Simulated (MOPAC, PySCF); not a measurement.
H3InS2, SMILES `[SH][InH][SH]` (H–S–In–S torsion 0°, S–In–S–H torsion 0°), neutral singlet in the gas phase. 

Cartesian coordinates (Å):
SMILES: [SH][InH][SH]
```xyz
6

S      1.9906    -0.2572     0.3778
In     0.0229     0.9326    -0.3226
S     -2.0055    -0.3482    -0.4752
H      1.3355    -1.4355     0.5051
H      0.0639     2.6076    -0.6939
H     -1.4075    -1.4992    -0.0860
```
Charge 0, spin multiplicity 1.

All levels are single points at this geometry (PBE-D3(BJ)/def2-TZVP); Pople sets use spherical d functions. Orbital energies aren't observables, and empty levels follow the basis.

B3LYP/6-311+G** (LANL2DZ on In) in PySCF gives gap (eV) = 5.49.

Q: Estimate the gap (eV) from each of these levels: PBE-D3(BJ)/def2-TZVP in PySCF; BP86/6-31G* (LANL2DZ on In) in PySCF; SVWN5/6-31G* (LANL2DZ on In) in PySCF; AM1 in MOPAC; PM7 in MOPAC.

A: 
```csv
level,gap (eV)
PBE-D3(BJ)/def2-TZVP in PySCF,4.08
BP86/6-31G* (LANL2DZ on In) in PySCF,4.09
SVWN5/6-31G* (LANL2DZ on In) in PySCF,4.05
AM1 in MOPAC,7.68
PM7 in MOPAC,8.53
```
